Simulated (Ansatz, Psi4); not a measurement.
# Predicting a hybrid from its neighbours: GaCl

GaCl has 2 atoms, charge 0, and is taken as a singlet. As SMILES, `[Cl][Ga]`. The coordinates come from a PBE0-D4/def2-TZVP relaxation.

The HOMO–LUMO gap y, in eV, basis cc-pVTZ; a is the functional's share of exact exchange. Programs: Ansatz 0.2.0, Psi4 1.11.

```
functional  program     a  y (eV)
      BLYP     Psi4     0    4.07
       PBE     Psi4     0    4.10
     TPSSh     Psi4   0.1    4.92
     B3LYP     Psi4   0.2    5.43
   r2SCAN0   Ansatz  0.25    6.08
      PBE0   Ansatz  0.25       ?
     BHLYP   Ansatz   0.5    7.40
```

Problem. Fit y = c + s·a to the known rows and predict PBE0.

Solution. 
1. Means of the 6 rows: a = 0.1750, y = 5.333.
2. Σ(Δa)² = 0.17875, Σ(Δa·Δy) = 1.198, so the slope is 1.198/0.17875 = 6.7021.
3. Intercept: 5.333 − (6.7021) × 0.1750 = 4.160. The largest residual of the fit is 0.24.
4. PBE0: 4.160 + (6.7021) × 0.25 = 5.84 eV.

The run gave 5.80 eV, so the prediction is off by +0.04 eV, within the largest residual. Exact exchange lowers occupied levels and raises empty ones.
